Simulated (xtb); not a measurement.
ZnFCl, SMILES [F][Zn][Cl]. All values are semi-empirical tight-binding results from xtb (GFN2-xTB unless named), good for trends rather than for accurate numbers. Geometry: GFN2-xTB.

For metal compounds this method's bond lengths and energies can be far off.

```yaml
point_group_as_xtb_finds_it: Cs
orbital_gap: 2.95 eV
zero_point_energy: 1.2 kcal/mol
G − E(el) at 298.15 K (modified RRHO): -16.6 kcal/mol
```
